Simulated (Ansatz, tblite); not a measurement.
Forces on B(PH3)Cl3 (BPH3Cl3) at its B3LYP-D4/def2-SVP geometry. Total charge 0; singlet.

The xTB rows come from tblite. LC-ωPBE has ω = 0.4 bohr⁻¹.

GFN1-xTB (tblite), largest force 0.84 eV/Å:

```xyz
8
positions Å, forces eV/Å
B    -0.372    0.795    0.632   -0.122    0.259    0.207
P     0.326   -0.695   -0.554    0.061   -0.131   -0.104
H     0.855   -0.294   -1.802   -0.251   -0.463    0.655
H    -0.618   -1.680   -0.926    0.711    0.442    0.083
H     1.378   -1.472   -0.015   -0.593    0.306   -0.512
Cl   -1.697    1.569   -0.373    0.268   -0.216    0.109
Cl    1.095    1.860    0.907   -0.215   -0.266   -0.113
Cl   -0.967   -0.082    2.130    0.142    0.070   -0.325
```

GFN2-xTB (tblite), largest force 0.72 eV/Å:

```
B -0.008 0.016 0.013
P 0.166 -0.355 -0.282
H -0.254 -0.275 0.619
H 0.533 0.466 0.151
H -0.534 0.355 -0.336
Cl 0.185 -0.128 0.108
Cl -0.177 -0.166 -0.058
Cl 0.090 0.086 -0.216
```

LC-ωPBE/def2-TZVP (Ansatz), largest force 0.43 eV/Å:

```
B 0.078 -0.171 -0.135
P 0.061 -0.129 -0.103
H -0.134 -0.034 0.301
H 0.175 0.255 0.117
H -0.243 0.212 -0.073
Cl 0.304 -0.154 0.269
Cl -0.368 -0.224 -0.040
Cl 0.128 0.245 -0.335
```
